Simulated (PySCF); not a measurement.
CH4Al, SMILES [CH3][AlH+], charge +1.

Geometry: PBE0-D3(BJ)/def2-TZVP. The spin state was assumed, not searched. The isomer is the one that the SMILES or the coordinates give; other isomers of the formula were not compared.

All values below come from C-PCM-M06-2X/def2-SVP run with PySCF.

The values are the electrostatic part of the solvation free energy, E(continuum) − E(gas) at the gas-phase geometry, in a cavity of scaled van der Waals radii (PySCF's table); cavitation and dispersion terms are not included. A continuum can't describe solvent molecules that bind to the metal. In vacuum the orbital gap is 9.33 eV.

Estimate the values in water (ε = 78.36), tetrahydrofuran (ε = 7.43), ethylethanoate (ε = 5.99). (The exact figures need the calculation; the answer reports its results.)


```json
[
 {"solvent": "water", "ε": "78.36", "ΔG(elec) (kcal/mol)": "-71.3", "gap (eV)": "9.70"},
 {"solvent": "tetrahydrofuran", "ε": "7.43", "ΔG(elec) (kcal/mol)": "-62.4", "gap (eV)": "9.65"},
 {"solvent": "ethylethanoate", "ε": "5.99", "ΔG(elec) (kcal/mol)": "-60.0", "gap (eV)": "9.63"}
]
```
